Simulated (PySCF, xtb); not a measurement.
B(OH)(SH)2 (BH₃OS₂), SMILES B(S)(S)O.

GFN2-xTB run with xtb at its own geometry gives an orbital gap of 4.74 eV and a dipole moment of 3.58 D.

Geometry optimised at TPSSh-D3(BJ)/def2-SVP. The values are those of a single conformer.

Problem. What does B3LYP/def2-TZVPD in PySCF give? (An estimate is asked for; the answer gives what the named calculation found.)

Solution. gap 6.23 eV (levels -7.23 and -0.99 eV), dipole 2.13 D.
